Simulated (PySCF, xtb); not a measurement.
Al(H)(OEt)(NH2) (C2H8AlNO), SMILES CC[O][AlH][NH2]. One conformer was computed; it need not be the lowest.

Harmonic wavenumbers (cm⁻¹) from GFN2-xTB in xtb at its own minimum, in rising order: 10, 91, 145, 176, 192, 251, 403, 410, 431, 469, 597, 672, 825, 833, 993, 1091, 1151, 1225, 1259, 1339, 1398, 1475, 1478, 1483, 1495, 1932, 2890, 2912, 3034, 3036, 3041, 3401, 3445.

Q: What does PBE-D3(BJ)/def2-SVP (PySCF) give at its own minimum? (An estimate is asked for; the answer gives what the named calculation found.)

A: 49, 75, 98, 230, 289, 341, 367, 429, 490, 561, 630, 715, 783, 824, 917, 1068, 1132, 1187, 1264, 1326, 1360, 1405, 1422, 1451, 1474, 1937, 2899, 2955, 2962, 3051, 3063, 3500, 3591. Paired by order, the mean absolute difference is 45 cm⁻¹ and the zero-point energies are 62.3 and 62.7 kcal/mol.
